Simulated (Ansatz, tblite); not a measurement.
Removing and adding an electron: Cu(AsH3)H (CuAsH₄). The state is a singlet with charge 0. Geometry: B3LYP-D4/def2-TZVP. Ansatz, gas phase; energy differences of separate SCF runs; the oxidised species was run as a doublet alone; the reduced species was run as a doublet alone.

```xyz
6

Cu    1.4651    0.7071    0.5370
As   -0.5658   -0.2724   -0.2056
H    -1.7395    0.5983   -0.5934
H    -1.3362   -1.2148    0.6914
H    -0.5843   -1.1493   -1.4372
H     2.7606    1.3310    1.0079
```

The xTB rows come from tblite. Correlated methods freeze 18 core orbitals; core or outer-core shells of As are correlated, in sets that lack core-valence functions. In CCSD on the charge -1 doublet the largest single amplitude is 0.68, so its Hartree–Fock determinant may place the open shell otherwise than the density functionals do.

| level | −HOMO (eV) | vertical IE (eV) | −LUMO (eV) | vertical EA (eV) | HOMO–LUMO gap (eV) | IE − EA (eV) | remarks |
| --- | --- | --- | --- | --- | --- | --- | --- |
| GFN1-xTB | 10.73 | 13.75 | 7.17 | 3.97 | 3.56 | 9.77 | – |
| r2SCAN-D4/def2-TZVPD | 5.11 | – | 1.42 | -0.49 | 3.69 | – | HOMO above zero (-1 doublet) |
| PBE0-D4/def2-TZVP | 6.09 | 8.27 | 0.58 | – | 5.51 | – | – |
| CCSD/def2-TZVPD | – | – | – | -0.78 | – | – | HOMO above zero (-1 doublet), large T1 (0.097) (-1 doublet) |
| CCSD/def2-TZVPP | – | 8.07 | – | – | – | – | large T1 (0.085) (+1 doublet) |
| CCSD(T)/def2-TZVPD | – | – | – | -0.70 | – | – | HOMO above zero (-1 doublet), large T1 (0.097) (-1 doublet) |

**Question.** Estimate the rows for GFN2-xTB, PBE-D4/def2-TZVP, PBE-D4/def2-TZVPD, r2SCAN-D4/def2-TZVP, PBE0-D4/def2-TZVPD, CCSD(T)/def2-TZVPP.

**Answer.** 
```tsv
level	−HOMO (eV)	vertical IE (eV)	−LUMO (eV)	vertical EA (eV)	HOMO–LUMO gap (eV)	IE − EA (eV)	remarks
GFN2-xTB	8.50	13.31	5.81	2.93	2.69	10.38	–
PBE-D4/def2-TZVP	5.04	8.46	1.40	–	3.64	–	–
PBE-D4/def2-TZVPD	5.06	–	1.64	-0.43	3.42	–	HOMO above zero (-1 doublet)
r2SCAN-D4/def2-TZVP	5.10	8.34	1.22	–	3.88	–	–
PBE0-D4/def2-TZVPD	6.11	–	0.88	-0.54	5.23	–	HOMO above zero (-1 doublet)
CCSD(T)/def2-TZVPP	–	8.42	–	–	–	–	large T1 (0.085) (+1 doublet)
```

Run but left out: HF/def2-TZVPP, MP2/def2-TZVPP (charge +1 doublet: a determinant that CCSD turns far, T1 0.085); HF/def2-TZVPD, MP2/def2-TZVPD (charge -1 doublet: a determinant that CCSD turns far, T1 0.097).   A HOMO above zero means that the electron is unbound at that level or that self-interaction error raises the level; the energy of removing that electron tells which. Raw xTB energy differences between charge states are shifted by several eV; the methods need an empirical correction for them. A negative affinity means that the extra electron isn't bound; its size then hangs on the basis.
